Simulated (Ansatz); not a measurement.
Input for Ansatz (a first-principles code): R-CCSD(T)/def2-TZVPPD on H2Sn (SMILES [SnH2]), atoms moved off the minimum. Elements past Kr take the def2 small-core potentials; no spin–orbit coupling. Files ending in .json are basis or fitting sets from the Basis Set Exchange. The run froze 9 orbitals, filled d shells among them.

Ansatz 0.2 input:
```yaml
crystal:
  periodic: [false, false, false]
  atoms:
    - {symbol: Sn, position_ang: [0.01290386, -0.01639320, 0.04758954]}
    - {symbol: H, position_ang: [-0.20975064, -1.30635464, -1.18325161]}
    - {symbol: H, position_ang: [-0.17425616, 1.31802063, -1.14877718]}
basis:
  gaussian:
    orbitals: def2-TZVPPD.json
magnetization: {spin_polarized: false}
correlation: {method: ccsd_t, electrons: outside_noble_gas}
scf: {lower_state_search: off}
output: {forces: true}
```

The head of its log:

```
WARN ansatz: RAYON_NUM_THREADS=2 ignored (pool sized by the plan → 2); use --threads N
Functional definition: HF
these checks for a lower state are left out or cut short: starts, cluster_reference, orbital_swaps, neighbouring_geometries, increment
integrals: 0.08 GiB planned
685 factors; integrals over basis functions are off by at most 6.1e-4 eV
mean field: 0.14 GiB planned
mean field evaluation 1: about -5835.8207 eV, gradient 7.8e0 eV
mean field evaluation 2: about -5835.8215 eV, gradient 7.8e0 eV
mean field evaluation 4: about -5836.1662 eV, gradient 1.1e0 eV
mean field evaluation 8: about -5836.1715 eV, gradient 8.0e-4 eV
mean field -5836.17150381 eV, -214.4753468659 hartree, gradient 2.9e-6 eV, S^2 0.000000; 0 other end points of the search recorded, 0 dependent functions left out; unrestricted orbitals would lower it
9 core orbitals not correlated
reference -5836.17150381 eV, -214.4753468659 hartree; 3, 3 occupied and 78, 78 virtual orbitals, 685 factors
densities: 0.32 GiB planned
```

Q: What total energy does the run end on?

A: -214.5970 hartree (reference determinant -214.4753, T1 diagnostic 0.014).
